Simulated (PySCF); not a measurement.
## Electron correlation in Br (bromine, neutral)

[Ar] 3d10 4s2 4p5, 2P determinant. Computed with PySCF 2.14 in aug-cc-pwCVTZ-PP with ECP10MDF, with scalar relativity through the core potential. Frozen: 3s2 3p6 3d10; 7 electrons correlated.

```csv
level,correlation energy (mhartree)
CCSD,-159.81
(T),-5.22
CCSD(T),-165.03
```

Diagnostics: T1 = 0.0066, D1 = 0.0211, largest double amplitude 0.036.

Is a single reference adequate?

Yes, within this model without spin-orbit coupling: T1 lies below 0.03 and no double amplitude reaches 0.07.
